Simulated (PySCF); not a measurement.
**NMR data sheet: C₉H₉N₃**

| Quantity | Value |
| --- | --- |
| Formula | C9H9N3 |
| SMILES | Cc1ccccc1-n1nccn1 |
| InChI | InChI=1S/C9H9N3/c1-8-4-2-3-5-9(8)12-10-6-7-11-12/h2-7H,1H3 |
| Point group of the computed structure | Cs |
| Degrees of unsaturation | 7 |
| Carbon signals | 8 |
| Proton signals | 6 |

Atom-mapped SMILES (the numbers label the heavy atoms): `[CH3:1][c:2]1[cH:3][cH:4][cH:5][cH:6][c:7]1-[n:8]1[n:9][cH:10][cH:11][n:12]1`. Each H is labelled by its parent atom.

[PySCF 2.14: PBE0/pcSseg-1 with gauge-including orbitals; geometry from GFN2-xTB; gas phase; non-relativistic Hamiltonian; fast rotation and ring inversion assumed for equivalent nuclei; single conformer]

δ = σ(ref) − σ, references computed at the same level: TMS for 1H (31.72 ppm) and 13C (186.93 ppm); 15N (267.73 ppm) vs NH3.

| carbon | δC, type | δH (multiplicity) | HMBC from (2–3 bonds) | span of the C tensor (ppm) |
| --- | --- | --- | --- | --- |
| C1 | 28.4, CH3 | 3.10 (s) | H(C3) | 24 |
| C2 | 135.0, C | – | H(C6), H(C3), H(C4), H(C1) | 202 |
| C3 | 137.3, CH | 7.61 (m) | H(C5), H(C4), H(C1) | 209 |
| C4 | 133.1, CH | 7.50 (m) | H(C6), H(C5), H(C3) | 232 |
| C5 | 132.1, CH | 7.66 (m) | H(C6), H(C3), H(C4) | 230 |
| C6 | 126.9, CH | 9.21 (d) | H(C5), H(C4) | 207 |
| C7 | 141.0, C | – | H(C6), H(C5), H(C3), H(C1) | 179 |
| C10/C11 | 138.7, CH | 7.88 (s) | H(C10)/H(C11) | 170 |

Other nuclei:
```
 atoms  nucleus                         environment  δ (ppm)  σ (ppm)
N9/N12      15N  pyridine-type nitrogen of an azole    357.1    -89.4
    N8      15N          pyrrole-type ring nitrogen    290.7    -22.9
```

1. Carbon types of the structure: 2 × C, 6 × CH, 1 × CH3, which accounts for all hydrogens.
2. δC 141.0: aromatic carbon bearing nitrogen; an ipso carbon deshielded by its heteroatom.
3. δC 138.7: aromatic CH next to a ring nitrogen.
4. δC 137.3, 133.1, 132.1, 126.9: aromatic CH; the aromatic region.
5. δC 135.0: substituted aromatic carbon.
6. δH 9.21, 7.66, 7.61, 7.50: hydrogen on an aromatic CH; aromatic region.

Shifts are as computed. Against solution values, carbons near 30 ppm lie about +3 ppm off and those near 130 ppm about +5 ppm. Of 1211 compounds with measured shifts, 218 miss one by over three times the rms of a fit or turn the order of signals round; such compounds aren't used in these exercises. Experimental scales use liquid or dissolved standards, which lie at an offset from isolated NH3 (liquid NH3: subtract about 20 ppm). Unscaled 15N shifts of sp2 nitrogen come out 20 to 40 ppm too high even then. No couplings were computed; multiplicities are counted from neighbouring protons, with m where these are inequivalent, close in shift, in a saturated or five-membered ring or joined by F or P, and br s for small geminal =CH2 splittings.
